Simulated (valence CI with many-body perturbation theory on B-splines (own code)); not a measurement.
**Forbidden lines of Br XXIX**

Calculated by configuration interaction combined with many-body perturbation theory (CI+MBPT): five valence electrons over a frozen Dirac-Fock core [He], a basis of 11 s, 11 p, 10 d, 8 f, 5 g, 2 h functions for each j, with the one-electron correlation potential Σ1, the two-electron term Σ2, the three-electron term Σ3, Breit, model QED; selected CI, second order for the rest, scaled by the run's own slope (own B-spline code, finite nucleus).

The last digits are not significant, and no measured levels were compared; by estimate large intervals hold to a few tenths of a per cent, small ones and those within an open d or f shell to about a per cent. Among the levels kept, up to 5300 cm⁻¹ of a level comes from second order outside the variational space, and about a tenth of that is noise between levels of different J, which matters for small intervals.

Lines 1 to 50 of 64 in falling wavelength, among levels below 158.16 Ry, chosen from the decays that carry over 1 % of a level's rate. Wavelengths and rates use the calculated energies. Electric multipoles are in the length gauge, E1 and E2 with the static RPA response of the core. Weak lines are less certain than strong ones. Lines between different terms over intervals too small for the method are left out, as are lines whose strength nearly cancels.

Levels are named by their leading jj configuration (3d3/2^4 stands for four electrons in 3d with j = 3/2), which in mixed levels can hold well under half, so a name can repeat and another be missing. Letters in brackets count levels of one name in rising energy.

| λ vac (nm) | Upper | Lower | Type | A (s⁻¹) | Branch % |
| --- | --- | --- | --- | --- | --- |
| 102.7 | (2s^2 2p1/2 2p3/2^2) J=5/2 | (2s^2 2p1/2 2p3/2^2) J=3/2 | M1 | 5.49e+03 | 3.6 |
| 44.21 | (2s^2 2p1/2 2p3/2^2) J=1/2 | (2s^2 2p1/2 2p3/2^2) J=3/2 | M1 | 1.33e+04 | 1.2 |
| 30.86 | (2s^2 2p3/2^3) J=3/2 | (2s^2 2p1/2 2p3/2^2) J=1/2 | M1 | 1.84e+05 | 6.7 |
| 29.51 | (2s^2 2p1/2 2p3/2^2) J=3/2 | (2s^2 2p1/2^2 2p3/2) J=3/2 | M1 | 8.14e+05 | 100.0 |
| 22.93 | (2s^2 2p1/2 2p3/2^2) J=5/2 | (2s^2 2p1/2^2 2p3/2) J=3/2 | M1 | 1.45e+05 | 96.2 |
| 22.08 | (2s^2 2p3/2^3) J=3/2 | (2s^2 2p1/2 2p3/2^2) J=5/2 | M1 | 4.37e+05 | 16.0 |
| 18.17 | (2s^2 2p3/2^3) J=3/2 | (2s^2 2p1/2 2p3/2^2) J=3/2 | M1 | 2.02e+06 | 73.8 |
| 17.70 | (2s^2 2p1/2 2p3/2^2) J=1/2 | (2s^2 2p1/2^2 2p3/2) J=3/2 | M1 | 1.07e+06 | 98.7 |
| 11.25 | (2s^2 2p3/2^3) J=3/2 | (2s^2 2p1/2^2 2p3/2) J=3/2 | M1 | 9.63e+04 | 3.5 |
| 0.7395 | (2s^2 2p1/2 2p3/2 3d5/2) J=9/2 | (2s 2p1/2 2p3/2^3) J=5/2 | E2 | 9.07e+07 | 1.9 |
| 0.7180 | (2s^2 2p3/2^2 3d5/2) J=9/2 | (2s 2p1/2 2p3/2^3) J=5/2 | E2 | 1.21e+08 | 2.4 |
| 0.7042 | (2s^2 2p1/2^2 3p1/2) J=1/2 | (2s^2 2p1/2 2p3/2^2) J=3/2 | E2 | 9.39e+08 | 1.2 |
| 0.6975 | (2s^2 2p1/2 2p3/2 3p1/2) J=3/2 [a] | (2s^2 2p1/2 2p3/2^2) J=1/2 | E2 | 1.83e+09 | 2.7 |
| 0.6950 | (2s 2p1/2 2p3/2^2 3p3/2) J=9/2 | (2s 2p1/2 2p3/2^3) J=5/2 | E2 | 1.37e+09 | 3.8 |
| 0.6948 | (2s^2 2p1/2 2p3/2 3p1/2) J=5/2 | (2s^2 2p1/2 2p3/2^2) J=1/2 | E2 | 2.63e+09 | 4.1 |
| 0.6929 | (2s^2 2p1/2 2p3/2 3p1/2) J=1/2 | (2s^2 2p1/2 2p3/2^2) J=5/2 | E2 | 5.84e+09 | 8.3 |
| 0.6886 | (2s^2 2p1/2 2p3/2 3p1/2) J=5/2 | (2s^2 2p1/2 2p3/2^2) J=5/2 | E2 | 1.03e+10 | 15.9 |
| 0.6883 | (2s^2 2p1/2 2p3/2 3p1/2) J=1/2 | (2s^2 2p1/2 2p3/2^2) J=3/2 | E2 | 7.99e+09 | 11.3 |
| 0.6878 | (2s^2 2p1/2^2 3p1/2) J=1/2 | (2s^2 2p1/2^2 2p3/2) J=3/2 | E2 | 1.89e+10 | 24.9 |
| 0.6873 | (2s^2 2p1/2 2p3/2 3p3/2) J=3/2 [b] | (2s^2 2p1/2 2p3/2^2) J=1/2 | E2 | 5.62e+09 | 1.4 |
| 0.6872 | (2s^2 2p3/2^2 3p1/2) J=5/2 | (2s^2 2p3/2^3) J=3/2 | E2 | 1.19e+10 | 7.7 |
| 0.6871 | (2s^2 2p3/2^2 3d5/2) J=9/2 | (2s 2p1/2^2 2p3/2^2) J=5/2 | E2 | 1.07e+08 | 2.1 |
| 0.6868 | (2s^2 2p1/2 2p3/2 3p3/2) J=5/2 [a] | (2s^2 2p1/2 2p3/2^2) J=5/2 | E2 | 2.98e+09 | 2.8 |
| 0.6867 | (2s^2 2p1/2 2p3/2 3p1/2) J=3/2 [a] | (2s^2 2p1/2 2p3/2^2) J=3/2 | E2 | 1.30e+10 | 19.2 |
| 0.6860 | (2s^2 2p3/2^2 3p3/2) J=5/2 | (2s^2 2p3/2^3) J=3/2 | E2 | 8.08e+09 | 8.2 |
| 0.6860 | (2s^2 2p1/2 2p3/2 3p3/2) J=1/2 [a] | (2s^2 2p1/2 2p3/2^2) J=5/2 | E2 | 1.81e+09 | 1.7 |
| 0.6856 | (2s^2 2p3/2^2 3p3/2) J=1/2 | (2s^2 2p3/2^3) J=3/2 | E2 | 6.46e+09 | 1.5 |
| 0.6855 | (2s^2 2p3/2^2 3p3/2) J=7/2 | (2s^2 2p3/2^3) J=3/2 | E2 | 3.18e+09 | 3.6 |
| 0.6854 | (2s^2 2p1/2 2p3/2 3p3/2) J=5/2 [b] | (2s^2 2p1/2 2p3/2^2) J=1/2 | E2 | 5.46e+09 | 2.5 |
| 0.6850 | (2s^2 2p1/2 2p3/2 3p3/2) J=3/2 [a] | (2s^2 2p1/2 2p3/2^2) J=5/2 | E2 | 9.46e+09 | 2.8 |
| 0.6841 | (2s^2 2p1/2 2p3/2 3p1/2) J=5/2 | (2s^2 2p1/2 2p3/2^2) J=3/2 | E2 | 3.21e+09 | 5.0 |
| 0.6831 | (2s^2 2p1/2 2p3/2 3p3/2) J=7/2 | (2s^2 2p1/2 2p3/2^2) J=5/2 | E2 | 5.27e+09 | 9.9 |
| 0.6823 | (2s^2 2p1/2 2p3/2 3p3/2) J=5/2 [a] | (2s^2 2p1/2 2p3/2^2) J=3/2 | E2 | 3.33e+09 | 3.1 |
| 0.6820 | (2s 2p1/2 2p3/2^2 3p3/2) J=7/2 [a] | (2s 2p1/2^2 2p3/2^2) J=3/2 | E2 | 1.62e+09 | 1.3 |
| 0.6814 | (2s^2 2p1/2 2p3/2 3p3/2) J=1/2 [a] | (2s^2 2p1/2 2p3/2^2) J=3/2 | E2 | 7.73e+09 | 7.1 |
| 0.6812 | (2s^2 2p1/2 2p3/2 3p3/2) J=3/2 [b] | (2s^2 2p1/2 2p3/2^2) J=5/2 | E2 | 5.36e+09 | 1.4 |
| 0.6807 | (2s^2 2p1/2^2 3p3/2) J=3/2 | (2s^2 2p1/2^2 2p3/2) J=3/2 | E2 | 1.05e+10 | 8.8 |
| 0.6789 | (2s^2 2p3/2^2 3p1/2) J=1/2 | (2s^2 2p3/2^3) J=3/2 | E2 | 7.75e+09 | 3.6 |
| 0.6785 | (2s^2 2p3/2^2 3p3/2) J=3/2 [a] | (2s^2 2p3/2^3) J=3/2 | E2 | 1.29e+10 | 1.2 |
| 0.6766 | (2s^2 2p1/2 2p3/2 3p3/2) J=1/2 [b] | (2s^2 2p1/2 2p3/2^2) J=5/2 | E2 | 1.94e+10 | 4.8 |
| 0.6758 | (2s 2p1/2^2 2p3/2 3d5/2) J=9/2 | (2s 2p1/2^2 2p3/2^2) J=5/2 | M2 | 1.31e+08 | 2.6 |
| 0.6722 | (2s^2 2p1/2 2p3/2 3p3/2) J=1/2 [b] | (2s^2 2p1/2 2p3/2^2) J=3/2 | E2 | 9.58e+09 | 2.4 |
| 0.6713 | (2s 2p1/2 2p3/2^2 3p3/2) J=7/2 [a] | (2s 2p1/2^2 2p3/2^2) J=5/2 | E2 | 9.17e+09 | 7.2 |
| 0.6686 | (2s^2 2p1/2 2p3/2 3p1/2) J=5/2 | (2s^2 2p1/2^2 2p3/2) J=3/2 | E2 | 1.49e+09 | 2.3 |
| 0.6669 | (2s^2 2p1/2 2p3/2 3p3/2) J=5/2 [a] | (2s^2 2p1/2^2 2p3/2) J=3/2 | E2 | 3.80e+09 | 3.5 |
| 0.6661 | (2s^2 2p1/2 2p3/2 3p3/2) J=1/2 [a] | (2s^2 2p1/2^2 2p3/2) J=3/2 | E2 | 1.94e+09 | 1.8 |
| 0.6659 | (2s 2p1/2 2p3/2^2 3p3/2) J=9/2 | (2s 2p1/2^2 2p3/2^2) J=5/2 | E2 | 1.29e+10 | 35.8 |
| 0.6659 | (2s^2 2p1/2 2p3/2 3d5/2) J=9/2 | (2s^2 2p1/2 2p3/2^2) J=5/2 | M2 | 1.34e+08 | 2.7 |
| 0.6654 | (2s^2 2p3/2^2 3p3/2) J=5/2 | (2s^2 2p1/2 2p3/2^2) J=5/2 | E2 | 5.98e+09 | 6.1 |
| 0.6651 | (2s^2 2p1/2 2p3/2 3p3/2) J=3/2 [a] | (2s^2 2p1/2^2 2p3/2) J=3/2 | E2 | 4.79e+09 | 1.4 |
